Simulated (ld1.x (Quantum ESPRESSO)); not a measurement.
# u(r) = r·R(r): atom against pseudo-atom (aluminium (Al))

Columns: radius, all-electron u(r) and pseudo u(r) of the 3s shell (level -8.57 eV) of aluminium in the configuration [Ne] 3s1 3p2; PBE, scalar-relativistic, RRKJ scheme, ld1.x (Quantum ESPRESSO) 7.5.

```csv
r (bohr),all-electron,pseudo
0.138,0.0503,0.0150
0.275,-0.2111,0.0350
0.413,-0.3028,0.0646
0.550,-0.2491,0.1060
0.688,-0.1211,0.1604
0.825,0.0306,0.2255
0.963,0.1805,0.2989
1.100,0.3129,0.3754
1.238,0.4243,0.4512
1.375,0.5121,0.5206
1.513,0.5791,0.5806
1.650,0.6271,0.6272
1.788,0.6592,0.6592
1.925,0.6768,0.6768
2.062,0.6823,0.6823
2.200,0.6776,0.6776
2.338,0.6647,0.6647
2.475,0.6455,0.6455
2.613,0.6214,0.6214
2.750,0.5940,0.5940
2.888,0.5641,0.5641
3.025,0.5330,0.5330
3.162,0.5012,0.5012
3.300,0.4691,0.4691
3.438,0.4375,0.4375
3.575,0.4068,0.4068
```

Q: How many radial nodes do the two functions have?

A: The all-electron 3s function has n − l − 1 = 2; the pseudo-wave has 0, since the states of the same l below it are removed with the core.

Q: At about which radius was the pseudo-wave matched?

A: 1.70 bohr, where the columns begin to agree (steps of 0.14 bohr).

Q: Is the pseudo-wave norm-conserving?

A: Yes: the RRKJ scheme keeps the norm inside the radius equal to the all-electron one, which fixes the energy derivative of the logarithmic derivative at the level.
